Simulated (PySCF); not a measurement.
Computed properties of C₃H₇NOSi, SMILES N1[SiH2]OC=CC1

C3H7NOSi, SMILES C1=CO[SiH2]NC1. Coordinates come from a B3LYP-D3(BJ)/def2-SVP optimisation. This is a generated structure with no PubChem entry under its InChIKey; it may be hypothetical. One conformer was computed; it need not be the lowest. All values are computed for the isolated molecule unless a solvent is named; none is compared with measurement here.

**Structure.** All 33 harmonic modes at B3LYP-D3(BJ)/def2-SVP (PySCF) are real, so it is a minimum. With heavy atoms numbered as in [CH:1]1=[CH:2][O:3][SiH2:4][NH:5][CH2:6]1, the shortest bond between them is C1–C2 at 1.342 Å and the longest Si4–N5 at 1.721 Å.

**Vibrations.** The strongest infrared lines (harmonic, unscaled, degenerate partners summed) lie at 1293 cm⁻¹ (243 km/mol, H 53 %, O 22 %, C 21 %), 2202 cm⁻¹ (186 km/mol, H 96 %), 2251 cm⁻¹ (146 km/mol, H 97 %). The softest mode is at 93 cm⁻¹ and the zero-point energy is 62.4 kcal/mol.

**Electronic structure.** M06-2X/def2-TZVP (PySCF) places the frontier levels at -7.64 and 1.17 eV, a gap of 8.81 eV, and gives a dipole moment of 1.90 D and a mean polarisability of 65.8 bohr³. PBE/def2-TZVP (PySCF) at the same geometry gives -5.19 and -0.48 eV, so its gap is 4.10 eV narrower. An orbital gap is neither the optical nor the fundamental gap.

**Excitations.** TDDFT-PBE0/def2-SVPD (PySCF) has S1 at 5.66 eV (219 nm, f = 0.005, weak); the most intense of the 10 singlets computed lies at 6.99 eV (f = 0.08). T1 (TDA) is at 4.18 eV. TDDFT-PBE/def2-SVPD (PySCF) puts S1 at 4.83 eV. No vertical singlet excitation falls in the visible range (under 3.1 eV).

**NMR.** GIAO shifts at HF/pcSseg-1 (PySCF) (non-relativistic, atoms alike by connectivity averaged): ¹³C from 39.2 to 153.2 ppm against TMS; ¹H from 0.5 to 6.8 ppm against TMS; ²⁹Si at -35.7 ppm against TMS.

**Solvation.** SMD-PBE0/def2-SVP (PySCF) gives -1.8 kcal/mol in water, -4.3 kcal/mol in methanol, -4.0 kcal/mol in chloroform (1 M in both phases, gas-phase geometry); of these solvents methanol holds the molecule best.
